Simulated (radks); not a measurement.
Problem. These are the eigenvalues of the occupied orbitals of an atom or ion with whole-number occupations (eV). Method: Dirac Kohn-Sham, exchange-only B88, spin-unpolarised, spherical densities, finite nucleus; Fermi nuclear charge, rms radius of each element as measured or else 0.836 A^(1/3) + 0.57 fm; computed with a radial shooting solver on a logarithmic mesh with Libxc functionals.

orbital  eigenvalue
1s1/2     -6429.496
2s1/2     -742.8506
2p1/2     -636.2862
2p3/2     -625.8447
3s1/2      -84.7403
3p1/2      -54.3925
3p3/2      -53.1169
3d3/2       -5.9202
3d5/2       -5.8028
4s1/2       -4.4472

Which element is it, and in what charge state? The configuration may be excited. Open shells, if any, fill j = l - 1/2 first.

Solution. Z = 25, manganese, charge 0: Mn in [Ar] 3d5 4s2. The list shows which subshells hold electrons but not how many an open one holds; the 1s level, -236.28 hartree, gives Z - s = 21.7 by -(Z - s)^2/2, which with screening and relativity narrows Z to a few neighbours, and the depths of the outer levels then fix element, charge and occupations together.
